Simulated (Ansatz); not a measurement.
Abridged output of a molecular run in Ansatz:

```
Functional definition: HF
1280 factors; integrals over basis functions are off by at most 8.4e-4 eV
mean field evaluation 1: about -72808.0423 eV, gradient 2.2e1 eV
mean field evaluation 2: about -72808.0454 eV, gradient 2.2e1 eV
mean field evaluation 4: about -72811.1366 eV, gradient 2.9e0 eV
mean field evaluation 8: about -72811.2622 eV, gradient 1.9e-1 eV
mean field -72811.26308186 eV, -2675.7645650118 hartree, gradient 2.3e-6 eV, S^2 0.755256; 0 other end points of the search recorded, 0 dependent functions left out
12 core orbitals not correlated: weight in the atoms' cores, before any rotation towards them, 1.000 or more for the frozen orbitals, at most 0.000 for the correlated occupied ones
reference -72811.26308186 eV, -2675.7645650118 hartree; 17, 16 occupied and 182, 183 virtual orbitals, 1280 factors
second order -19.00133185 eV of doubles, -0.00000000 eV of singles
cycle   1  -19.47821833 eV  change   -4.8e-1 eV  update   8.8e-2
cycle   2  -19.93462794 eV  change   -4.6e-1 eV  update   2.6e-2
cycle   3  -20.01532513 eV  change   -8.1e-2 eV  update   1.5e-2
cycle   4  -20.00564251 eV  change    9.7e-3 eV  update   5.5e-3
cycle   5  -20.00586230 eV  change   -2.2e-4 eV  update   2.6e-3
cycle   6  -20.00587726 eV  change   -1.5e-5 eV  update   8.4e-4
cycle   7  -20.00584599 eV  change    3.1e-5 eV  update   3.1e-4
cycle   8  -20.00600253 eV  change   -1.6e-4 eV  update   1.3e-4
cycle   9  -20.00599283 eV  change    9.7e-6 eV  update   5.0e-5
cycle  10  -20.00597480 eV  change    1.8e-5 eV  update   1.8e-5
perturbative correction -0.76692164 eV, -0.0281838504 hartree
Total energy: -72832.03597831 eV, -2676.5279548757 hartree
Checks for a lower state left out: cluster_reference
```

Its atoms:

Z-matrix (Å, degrees):
```
C
C 1 1.525
H 1 1.092 2 111.1
H 1 1.092 2 111.1 3 119.5
H 1 1.092 2 111.3 3 -120.3
B 2 1.546 1 116.8 3 -59.7
H 2 1.100 1 110.9 3 62.7
H 2 1.100 1 110.9 3 177.9
Br 6 1.891 2 125.6 1 -180.0
```

(1) Which basis set was used?
A. def2-SVP
B. def2-QZVPP
C. cc-pV(D+d)Z
D. def2-TZVPP

(2) Write the keys of the input that set method, charge and spin (a neutral closed shell needs none for the last two).

Results:

(1) D. It gives 211 functions.

(2) 
```yaml
magnetization: {spin_polarized: true, initial_magnetization: 1}
correlation: {method: ccsd_t}
scf: {omitted_lower_state_checks: [cluster_reference]}
```
